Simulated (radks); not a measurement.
Results of a calculation; reference values are marked as such.
Task: Orbital eigenvalues (eV) of the rhodium ion Rh3+, [Kr] 4d6, of relativity; Dirac values are averaged over j with weights 2j + 1. Spin-unpolarised spherical Kohn-Sham, BLYP, point nucleus unless stated (finite: rms radius 4.4945 fm), a radial shooting solver on a logarithmic mesh with Libxc functionals. A level marked "c x" has the speed of light scaled by that factor and shares open shells by 2j + 1; other Dirac levels either fill j = l - 1/2 first or share by 2j + 1.

| shell | non-rel. |
|---|---|
| 1s | -22413 |
| 2s | -3219.3 |
| 2p | -2987.6 |
| 3s | -602.84 |
| 3p | -511.09 |
| 3d | -341.92 |
| 4s | -112.74 |
| 4p | -84.555 |
| 4d | -39.863 |

Give the values at the level "Dirac, c x 1.5".

Result: 
shell  Dirac, c x 1.5  change of magnitude (%)
1s             -22695                    +1.26
2s            -3286.1                    +2.08
2p            -3006.5                    +0.63
3s            -615.79                    +2.15
3p            -514.84                    +0.73
3d            -339.88                    -0.60
4s            -115.14                    +2.13
4p            -85.159                    +0.71
4d            -39.648                    -0.54
